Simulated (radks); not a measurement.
The numbers below are computed, except where a source is named.
Question: The mean radii <r> (bohr) of the occupied orbitals of an atom or ion are listed with their occupations. Level of theory: non-relativistic Kohn-Sham, PBEsol, spin-unpolarised, spherical densities, point nucleus (a radial shooting solver on a logarithmic mesh with Libxc functionals).

orbital  occ.      <r>
1s          2  0.05487
2s          2   0.2485
2p          6   0.2168
3s          2   0.7457
3p          6   0.7747
3d          7   0.9154
4s          1    2.406
4p          1    2.968

Name the element and its charge.

Answer: Z = 28, nickel, charge +1: Ni+ in [Ar] 3d7 4s1 4p1. The 1s radius gives Z: for a bare nucleus <r> = 1.5/Z, 0.05357 bohr for Z = 28, and screening makes it slightly larger (0.05487 here). The occupations add up to 27, and the charge is Z minus that.
